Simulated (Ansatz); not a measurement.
Q: Name a neutral molecule of Cl, F, O, W and H with HOMO–LUMO gap (PBE0/def2-TZVPP) between 4.85 and 5.15 eV and ideal-gas entropy at 298 K and 1 bar (rigid rotor, harmonic PBE0-D4/def2-TZVP) between 419 and 435 J/(mol·K) (Ansatz, PBE0-D4/def2-TZVP geometry).

A: `[OH][W]([OH])([OH])([F])([Cl])[Cl]` (4.89 eV, 426 J/(mol·K)). Other molecules can fit too; these were computed, each in one conformer that needn't be the lowest.
